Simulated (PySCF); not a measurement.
## Correlation energy of I²⁵⁺ (iodine, charge +25)

Starting occupation: [Ar] 3d10. Calculation: PySCF 2.14, in an even-tempered Gaussian basis (19 s from 1.2 bohr⁻², ratio 2.6; 15 p from 1.5 bohr⁻², ratio 2.6; 10 d from 1.5 bohr⁻², ratio 2.6; 6 f from 1.5 bohr⁻², ratio 2.8); X2C-1e with screened-nucleus spin-orbit coupling, Gaussian nucleus. Frozen: [Ar]; 10 electrons correlated; the 100 highest virtual spinors left out.

MP2 pair energies summed by pair of shells (mhartree):

```
       pair   energy  share (%)
3d3/2-3d5/2  -187.10       49.8
3d5/2-3d5/2  -132.02       35.1
3d3/2-3d3/2   -56.87       15.1
```

Total MP2 correlation energy: -376.00 mhartree.

The virtual space was cut to 70 spinors, which keep -370.55 of the -376.00 mhartree of MP2 correlation.

```csv
level,correlation energy (mhartree)
CCSD,-364.88
(T),-0.40
CCSD(T),-365.28
```

Diagnostics: T1 = 0.00011, largest double amplitude 0.006.

Cost of the coupled-cluster step: 99 s of wall time on 1 thread of Neoverse-V1 (shared host), for 10 occupied and 70 virtual spinors.

Iterations:

```
Init t2, MP2 energy = -0.370553818866212
CCSD nocc = 10, nmo = 80
Init t2, MP2 energy = -0.370553818866212
Init E_corr(GCCSD) = -0.370553818866212
cycle = 1  E_corr(GCCSD) = -0.364694493084797  dE = 0.00585932578  norm(t1,t2) = 0.00143826
cycle = 2  E_corr(GCCSD) = -0.36488579947258  dE = -0.000191306388  norm(t1,t2) = 5.14617e-05
cycle = 3  E_corr(GCCSD) = -0.364883831590905  dE = 1.96788168e-06  norm(t1,t2) = 3.01343e-06
cycle = 4  E_corr(GCCSD) = -0.364884112522964  dE = -2.80932059e-07  norm(t1,t2) = 1.67839e-07
cycle = 5  E_corr(GCCSD) = -0.364884113993762  dE = -1.47079809e-09  norm(t1,t2) = 4.06377e-09
GCCSD converged
E(GCCSD) = -6817.229091987879  E_corr = -0.3648841139937624
```

At this charge the one-electron X2C treatment keeps the bare 1/r₁₂, with no two-electron picture change or Breit term. The effect here is smaller than on the frozen 1s shell.
